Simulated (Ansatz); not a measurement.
Program: Ansatz. Geometries: PBE0-D4/def2-TZVP. ΔE: electronic, gas phase. CCSD(T)/CBS adds triple-zeta CCSD(T) − MP2 to the extrapolated MP2 energy (def2 sets, frozen cores). This one scheme is used for every species. DFT in def2-TZVPP. For Ge outer-core shells are correlated without core-valence functions, which leaves a few kJ/mol of doubt a bond. Scalar relativity is left out up to krypton. Each species was taken in one conformer, which may not be the lowest.

`F[SiH2][GeH3]` + `O[SiH](Cl)Cl` → `Cl[SiH](Cl)[O][GeH3]` + `F[SiH3]`  (cleavage of the Ge–Si bond)

`F[SiH2][GeH3]`:

```xyz
8

F     1.271    1.668    0.906
Si    1.142    0.208    0.252
Ge   -1.138   -0.236   -0.264
H     1.985    0.183   -0.971
H     1.674   -0.775    1.231
H    -2.004   -0.206    1.005
H    -1.244   -1.635   -0.895
H    -1.686    0.794   -1.264
```

`O[SiH](Cl)Cl`:

```xyz
6

O     0.531    0.467    1.139
Si   -0.101   -0.341   -0.117
Cl    1.055   -0.132   -1.787
Cl   -1.968    0.347   -0.574
H     0.655    1.415    1.074
H    -0.172   -1.756    0.265
```

`Cl[SiH](Cl)[O][GeH3]`:

Cartesian coordinates in Å:
```
Cl 2.006 -1.039 -1.286
Si 0.937 0.684 -0.994
Cl -0.379 0.859 -2.549
O 0.160 0.630 0.407
Ge -0.943 -0.534 1.207
H 1.858 1.828 -1.021
H -1.672 -1.329 0.116
H -0.070 -1.433 2.089
H -1.898 0.334 2.030
```

`F[SiH3]`:

```xyz
5

F     0.500    1.130    0.951
Si   -0.013   -0.029   -0.025
H    -1.155    0.494   -0.811
H    -0.436   -1.182    0.804
H     1.104   -0.413   -0.920
```

CCSD(T)/CBS gives -0.35 eV.

Task: Another level gave -0.40 eV. Which?
A. LDA (SPW92)/def2-TZVPP
B. BHLYP-D4/def2-TZVPP
C. BHLYP/def2-TZVPP
D. PBE0/def2-TZVPP

Result: C. BHLYP -0.40, PBE0 -0.17, LDA (SPW92) -0.07, BHLYP-D4 -0.45 eV.

Largest T1 diagnostic among the species: 0.012.

From BLYP to BHLYP (50 % exact exchange), in def2-TZVPP and without D4, ΔE moves by −0.15 eV. At CCSD(T), def2-SVP lies −0.14 eV from the extrapolated value and def2-TZVPP −0.05 eV. Leaving LDA and LC-ωPBE aside and taking each functional with its dispersion term where it has one, the values, not all of them listed here, spread over 0.31 eV, from BHLYP-D4 to PBE-D4. LDA lies +0.03 eV from PBE without D4.
